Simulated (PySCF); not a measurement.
Al₂ (SMILES [Al][Al]), triplet, at a GFN2-xTB geometry (such geometries of metal compounds can be far from the true shape).

PySCF was given this input:
```python
from pyscf import gto, scf, mp

mol = gto.Mole()
mol.atom = '''
    Al   -0.00000000   -0.00000000   -1.25283008
    Al    0.00000000    0.00000000    1.25283008
'''
mol.basis = 'cc-pvtz'
mol.spin = 2
mol.verbose = 4
mol.build()

mf = scf.UHF(mol)
mf.kernel()

pt = mp.MP2(mf, frozen=10)
pt.kernel()
print('E(MP2) = %.10f' % pt.e_tot)
mf.analyze()
```

Problem. What does this run give for the SCF-reference HOMO energy, number of basis functions, total energy, nuclear repulsion energy?

Solution. 
```
Property                         Result
-------------------------  ------------
SCF-reference HOMO energy      -6.50 eV
number of basis functions            68
total energy               -483.8766 Eh
nuclear repulsion energy     35.6916 Eh
```

These values belong to the state on which the SCF converged, which isn't shown to be the lowest.
